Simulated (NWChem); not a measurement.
System: ZnH₂; SMILES [ZnH2]

NWChem input:

```
start job
memory heap 200 mb stack 900 mb global 1100 mb
geometry units angstroms noautoz
  Zn     0.000000     0.000000     0.000000
  H      0.000000     0.000000    -1.550130
  H      0.000000     0.000000     1.550130
end
basis spherical
  * library def2-svp
end
dft
  xc becke88 lyp
  iterations 150
  mulliken
end
task dft energy
```

All runs use the structure optimised with PBE0/def2-SVP.

Task: Predict the main results of this run. (BLYP/def2-SVP.) Quantities: energy (Ha); highest occupied level (eV); orbital gap (eV).

Result: energy (Ha): -1780.37
highest occupied level (eV): -6.46
orbital gap (eV): 6.73
